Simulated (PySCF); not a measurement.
Compound: C₅H₈F₂.
InChI=1S/C5H8F2/c1-5(4-7)2-3-6/h2H,3-4H2,1H3/b5-2-

Theory: PySCF 2.14.0, density-fitted response routines, TDDFT PBE0/def2-SVPD, vertical, gas phase, core orbitals frozen in the response. The structure is a single PBE0-D3(BJ)/def2-SVP conformer in the gas phase; no vibrational or solvent corrections. Torsions of this conformer, `[CH3:1]/[C:2](=[CH:3]/[CH2:4][F:5])[CH2:6][F:7]`: C2–C3–C4–F5 -174°, C1–C2–C6–F7 174°.

Relations used (vacuum, state to state): A = 0.6670 f ν̃² s⁻¹ (ν̃ in cm⁻¹); τ = 1/A; f = (2/3) ΔE |μ|² in atomic units; ∫σ dE = 109.76 f Mb·eV.

Only emission to the ground state at the vertical energy is counted.

Energies and rates of the computed singlets with f of 0.002 or more:

```csv
state,E (eV),A (s⁻¹)
S1,6.56,1.45×10⁷
S2,6.81,8.22×10⁸
S3,7.07,3.58×10⁷
S5,7.72,4.48×10⁷
S6,7.83,2.16×10⁷
```

Problem. Which f and |μ| stand behind these rates?

Solution. f = A / (0.6670 ν̃²), and |μ| follows from f:

| state | f | \|μ\| (D) | τ | main configurations (H = HOMO, L = LUMO) |
| --- | --- | --- | --- | --- |
| S1 | 0.0078 | 0.56 | 69 ns | H→L+1 (94%) |
| S2 | 0.409 | 3.98 | 1.2 ns | H→L (90%) |
| S3 | 0.017 | 0.79 | 28 ns | H→L+2 (95%) |
| S5 | 0.017 | 0.77 | 22 ns | H→L+4 (72%), H-1→L (17%), H→L+3 (8%) |
| S6 | 0.0081 | 0.52 | 46 ns | H-1→L (80%), H→L+4 (18%) |

Problem. Suppose S1 emitted 0.3 eV lower with the same transition dipole. How would A change?

Solution. At fixed |μ|, A goes as the cube of the energy: (6.26/6.56)³ = 0.87, which makes τ about 80 ns.

Problem. What is the integrated cross-section of all computed states together?

Solution. Σf = 0.459 over S1 to S6, so 109.76 × Σf ≈ 50.4 Mb·eV.

Problem. Which computed singlets stay under f = 0.002?

Solution. S4 (7.64 eV, f 0.0010).
